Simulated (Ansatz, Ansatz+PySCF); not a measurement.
```yaml
atoms:
  - { symbol: P, position_ang: [0.0274, -0.0371, 0.1495] }
  - { symbol: H, position_ang: [1.1948, -0.0001, -0.6009] }
  - { symbol: H, position_ang: [-0.6180, 1.0376, -0.6968] }
  - { symbol: H, position_ang: [-0.6345, -1.0155, -0.6784] }
```

Basis set: def2-SVP (spherical functions). Frozen core: 5 orbitals. Charge 0, multiplicity 1.

Computed with Ansatz (development build ahead of 0.2.0); each method stands on the lowest determinant of its kind that the runs found. Restricted open shells among the atoms or ions are ROHF, correlated in semicanonical orbitals with singles. Restricted functionals stand beside restricted open-shell atoms, which can lie above the unrestricted atoms usual in DFT and then raise those values.

(1) Give the atomization energy at this shape (free ground-state atoms in the same class of orbitals less the molecule, no zero-point energy) of singlet PH₃ by ωB97X (restricted), r²SCAN (restricted), PBE0 (restricted), PBE (restricted), RHF-CCSD(T), RHF-MP2, RHF.

## Answers

(1)

| method | atomization energy |
| --- | --- |
| ωB97X (restricted) | 997.6 kJ/mol |
| r²SCAN (restricted) | 980.7 kJ/mol |
| PBE0 (restricted) | 971.1 kJ/mol |
| PBE (restricted) | 982.8 kJ/mol |
| RHF-CCSD(T) | 918.0 kJ/mol |
| RHF-MP2 | 880.2 kJ/mol |
| RHF | 690.5 kJ/mol |
